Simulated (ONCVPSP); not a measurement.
# u(r) = r·R(r): atom against pseudo-atom (Mo)

Columns: radius, all-electron u(r) and pseudo u(r) of the 4s shell (level -64.78 eV) of molybdenum in the configuration [Ar] 3d10 4s2 4p6 4d5 5s0.75 5p0.25; LDA (Perdew-Zunger), scalar-relativistic, ONCV scheme, ONCVPSP 4.0.1.

```tsv
r (bohr)	all-electron	pseudo
0.108	0.3823	0.0886
0.215	-0.2477	0.1906
0.322	-0.6006	0.3154
0.430	-0.3619	0.4638
0.538	0.1104	0.6245
0.645	0.5516	0.7786
0.752	0.8657	0.9083
0.860	1.0427	0.9987
0.968	1.1032	1.0391
1.075	1.0820	1.0295
1.182	1.0104	0.9779
1.290	0.9108	0.8951
1.398	0.8007	0.7949
1.505	0.6918	0.6904
1.612	0.5893	0.5891
1.720	0.4957	0.4956
1.828	0.4133	0.4133
1.935	0.3428	0.3427
2.042	0.2827	0.2826
2.150	0.2316	0.2315
2.258	0.1890	0.1889
2.365	0.1540	0.1540
2.472	0.1251	0.1251
2.580	0.1012	0.1012
2.688	0.0817	0.0817
2.795	0.0660	0.0660
```

(1) How many radial nodes do the two functions have?

(2) At about which radius was the pseudo-wave matched?

(3) Is the pseudo-wave norm-conserving?

Answers

(1) The all-electron 4s function has n − l − 1 = 3 (the table is too coarse to show those close to the nucleus); the pseudo-wave has 0, since the states of the same l below it are removed with the core.

(2) 1.75 bohr. The columns agree to 0.0005 from 1.61 bohr on; several derivatives are matched, so the curves merge somewhat inside the radius.

(3) Yes: the ONCV scheme keeps the norm inside the radius equal to the all-electron one, which fixes the energy derivative of the logarithmic derivative at the level.
